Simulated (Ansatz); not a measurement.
C$_{5}$H$_{8}$O$_{3}$Sn, SMILES `CC1=CC(C)=[O+][Sn-]([OH])[O]1`. Charge 0, multiplicity 1. Sn takes the def2 core potential. Geometry: relaxed with PBE0-D4/def2-TZVP. It is one conformer, not always the lowest.

```xyz
17

C    -0.223    2.599    0.333
C    -0.467    1.185   -0.095
C     0.577    0.258   -0.015
C     0.528   -1.060   -0.478
C     1.769   -1.897   -0.434
O    -0.493   -1.635   -0.964
Sn   -2.563   -0.987   -0.873
O    -2.702   -1.380    1.069
O    -1.636    0.946   -0.523
H     0.795    2.762    0.683
H    -0.929    2.856    1.127
H    -0.432    3.265   -0.507
H     1.522    0.611    0.373
H     2.005   -2.234   -1.446
H     2.622   -1.361   -0.021
H     1.573   -2.791    0.163
H    -1.946   -1.137    1.609
```

Q: What is the dipole moment at PBE/def2-TZVPP? (Best estimate.)

A: Ansatz gave: 3.68 D, with components (3.34, 1.53, -0.25) D in this frame, pointing from negative to positive charge.

Q: And with r2SCAN, B3LYP, ωB97M-V? (Estimate.)

A: Ansatz gave: r2SCAN 3.89 D, B3LYP 3.87 D, ωB97M-V 3.93 D.

Q: Give the Mulliken charges with PBE, r2SCAN, ωB97M-V in def2-TZVPP. (An estimate is asked.)

A: The calculation gave: 
```json
{"atom": "C1", "PBE": "-0.23", "r2SCAN": "-0.13", "ωB97M-V": "-0.28"}
{"atom": "C2", "PBE": "0.28", "r2SCAN": "0.38", "ωB97M-V": "0.34"}
{"atom": "C3", "PBE": "-0.29", "r2SCAN": "-0.35", "ωB97M-V": "-0.31"}
{"atom": "C4", "PBE": "0.28", "r2SCAN": "0.38", "ωB97M-V": "0.34"}
{"atom": "C5", "PBE": "-0.23", "r2SCAN": "-0.13", "ωB97M-V": "-0.28"}
{"atom": "O6", "PBE": "-0.40", "r2SCAN": "-0.49", "ωB97M-V": "-0.49"}
{"atom": "Sn7", "PBE": "0.73", "r2SCAN": "0.81", "ωB97M-V": "0.81"}
{"atom": "O8", "PBE": "-0.54", "r2SCAN": "-0.60", "ωB97M-V": "-0.57"}
{"atom": "O9", "PBE": "-0.40", "r2SCAN": "-0.49", "ωB97M-V": "-0.49"}
{"atom": "H10", "PBE": "0.08", "r2SCAN": "0.04", "ωB97M-V": "0.10"}
{"atom": "H11", "PBE": "0.10", "r2SCAN": "0.07", "ωB97M-V": "0.12"}
{"atom": "H12", "PBE": "0.10", "r2SCAN": "0.07", "ωB97M-V": "0.12"}
{"atom": "H13", "PBE": "0.08", "r2SCAN": "0.07", "ωB97M-V": "0.08"}
{"atom": "H14", "PBE": "0.10", "r2SCAN": "0.07", "ωB97M-V": "0.12"}
{"atom": "H15", "PBE": "0.08", "r2SCAN": "0.04", "ωB97M-V": "0.10"}
{"atom": "H16", "PBE": "0.10", "r2SCAN": "0.07", "ωB97M-V": "0.12"}
{"atom": "H17", "PBE": "0.17", "r2SCAN": "0.18", "ωB97M-V": "0.16"}
```

B3LYP here is the variant with VWN-RPA as its local correlation; programs differ in this.
